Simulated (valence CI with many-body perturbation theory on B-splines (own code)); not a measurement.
## Questions on Gd58+

Level of theory: configuration interaction combined with many-body perturbation theory (CI+MBPT): four valence electrons over a frozen Dirac-Fock core [He], a basis of 9 s, 9 p, 8 d, 6 f, 3 g, 1 h functions for each j, with the one-electron correlation potential Σ1 (screened to all orders), the two-electron term Σ2, the three-electron term Σ3, Breit, model QED; selected single and double excitations, second order for the rest, scaled by the run's own slope (own B-spline code, finite nucleus).

No measured spectrum was set against this ion. As an estimate, large intervals hold to a few tenths of a per cent, small ones and those within an open d or f shell to about a per cent.

Levels are named by their leading jj configuration (3d3/2^4 stands for four electrons in 3d with j = 3/2), which in mixed levels can hold well under half, so a name can repeat and another be missing.

Rates and lifetimes use the calculated energies. Strong lines usually hold to 10 to 20 %, long lifetimes can be off by a factor of two.

What is the ground level?

(2s^2 2p1/2^2) J=0, composition 69 % 2s²2p² ³P + 31 % 2s²2p² ¹S.

What is the ionisation energy?

13185 eV; NIST lists 13183 ± 6 eV (theoretical).

Among levels below 65289 × 10³ cm⁻¹, which E1 lines absorb most strongly from the ground level?

to (2s^2 2p1/2 3d3/2) J=1 at 0.1588 nm, f = 1.06; to (2s 2p1/2^2 3p1/2) J=1 at 0.1607 nm, f = 0.398; to (2s 2p1/2^2 3p3/2) J=1 at 0.1559 nm, f = 0.337.

What are the static dipole polarisabilities of the lowest levels?

(2s^2 2p1/2^2) J=0 0.000175 bohr³, of which the core gives 4.30e-07.

How well does LS coupling describe the low levels?

Among the lowest 20 levels the leading LS term, summed over configurations, holds 67 % on average. For single configurations the figures are 67 % in LS and 100 % in jj coupling. Terms mix most in the J = 1 level at 8361.2 × 10³ cm⁻¹, where the leading one holds 32 %.
